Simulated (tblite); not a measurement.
Species: C5H16N2Si2.
Geometry (GFN2-xTB, Å), atoms numbered from 1 in this order:
```
atom  x, y, z in Å
C1     3.5102    0.2258    0.4126
C2     2.1329    0.3359   -0.2285
C3     1.0933   -0.5245    0.4912
N4    -0.2086   -0.4442   -0.1198
Si5   -0.7038   -1.4852   -1.3959
C6    -2.4518   -0.7672   -1.6336
N7    -2.6825    0.1719   -0.5555
Si8   -1.3164    0.8610    0.2119
C9    -1.6122    1.1285    2.0598
H10    4.2273    0.8533   -0.1115
H11    3.4736    0.5426    1.4528
H12    3.8649   -0.8022    0.3812
H13    1.7961    1.3738   -0.2108
H14    2.1801    0.0169   -1.2715
H15    1.4252   -1.5676    0.4832
H16    1.0195   -0.1998    1.5334
H17   -0.7003   -2.8833   -0.9495
H18    0.0868   -1.3529   -2.6300
H19   -2.5358   -0.2760   -2.6103
H20   -3.2198   -1.5449   -1.6098
H21   -3.5595    0.6629   -0.6192
H22   -0.8136    2.1178   -0.3909
H23   -1.8407    0.2026    2.5767
H24   -0.7367    1.5670    2.5260
H25   -2.4390    1.8120    2.2168
```

Method: GFN2-xTB as coded in tblite; computed harmonic values from a numerical Hessian at the method's own geometry, unscaled. Errors from tens to a few hundred cm⁻¹ against measured bands are possible. Modes of hydrogen on silicon can be 10 to 20 % off. One conformer, not necessarily the lowest.

Harmonic wavenumbers (cm⁻¹): 43.7, 59.8, 68.6, 97.2, 109.2, 123.8, 146.9, 221.9, 231.6, 268.2, 280.2, 305.6, 405.5, 437.4, 491.6, 499.7, 532.0, 615.1, 632.9, 680.5, 687.9, 756.9, 770.9, 785.9, 790.6, 798.2, 812.1, 832.7, 883.8, 893.5, 931.9, 964.6, 1090.4, 1113.8, 1137.8, 1171.8, 1175.8, 1191.8, 1212.6, 1244.2, 1288.9, 1299.3, 1358.5, 1360.0, 1372.4, 1411.9, 1487.6, 1489.1, 1494.3, 1500.9, 1501.6, 1503.0, 1506.5, 2094.4, 2174.5, 2223.3, 2873.1, 2922.6, 2936.9, 2937.6, 2978.9, 2991.1, 3030.3, 3032.2, 3037.8, 3050.4, 3053.3, 3060.2, 3458.1.

A = 1599, B = 828.0, C = 600.6 MHz; mass 160.085 u (most abundant isotopes); point group C1, symmetry number 1.

Problem. What is the zero-point energy?

Solution. Half the sum of the wavenumbers: 44964 cm⁻¹ = 537.89 kJ/mol.

Problem. Give the ideal-gas entropy at 500 K and 1 bar in the rigid-rotor, harmonic-oscillator model (classical rotation).

Solution. Translation 182.90, rotation 133.56, vibration 294.18: S = 610.7 J/(mol K).

Problem. And Cp and H(500 K) − H(0)?

Solution. Cp = 311.38 J/(mol K), of which vibrations give 278.12 (their classical limit is 69 R = 573.7); H(500 K) − H(0) = 90.37 kJ/mol without the zero-point energy, 73.74 from vibrations.

Problem. What must be added to the electronic energy to get the Gibbs energy at 500 K and 1 bar?

Solution. ZPE + [H(500 K) − H(0)] − T·S = 537.89 + 90.37 − 305.33 = 322.93 kJ/mol.

Problem. How do the functions run with temperature in this model?

Solution. 
| T (K) | S (J/(mol K)) | Cp (J/(mol K)) | H − H(0) (kJ/mol) | G − H(0) (kJ/mol) | ln q(vib) |
| --- | --- | --- | --- | --- | --- |
| 150 | 364.5 | 127.0 | 12.32 | -42.37 | 4.72 |
| 250 | 442.2 | 182.7 | 27.76 | -82.80 | 8.54 |
| 298.15 | 476.8 | 210.2 | 37.22 | -104.93 | 10.33 |
| 400 | 546.4 | 265.1 | 61.48 | -157.07 | 14.06 |
| 600 | 670.9 | 350.0 | 123.50 | -279.07 | 21.15 |
| 900 | 829.9 | 433.0 | 241.96 | -504.96 | 31.07 |

q(vib) and H(0) count from the zero-point level.

Problem. Blend soft modes into free rotors: weight 1/[1 + (100 cm⁻¹/ν̃)⁴] for the oscillator and the rest for a rotor with moment μB/(μ + B), μ = h/(8π²ν), B = 10⁻⁴⁴ kg m². What vibrational entropy results?

Solution. 269.44 J/(mol K) in place of 294.18, which changes −T·S at 500 K by +12.37 kJ/mol.

Problem. Which modes carry the vibrational entropy at 500 K?

Solution. 43.7 cm⁻¹: 25.56; 59.8 cm⁻¹: 22.96; 68.6 cm⁻¹: 21.82; 97.2 cm⁻¹: 18.93; 109.2 cm⁻¹: 17.97; 123.8 cm⁻¹: 16.94 J/(mol K); the other 63 give 170.00 together.

Hindered rotation and anharmonicity are outside this model. Other conformers, if any are populated, would add a mixing term that is left out. The structure is chiral; the term R ln 2 for an equal mix with its mirror image is left out.
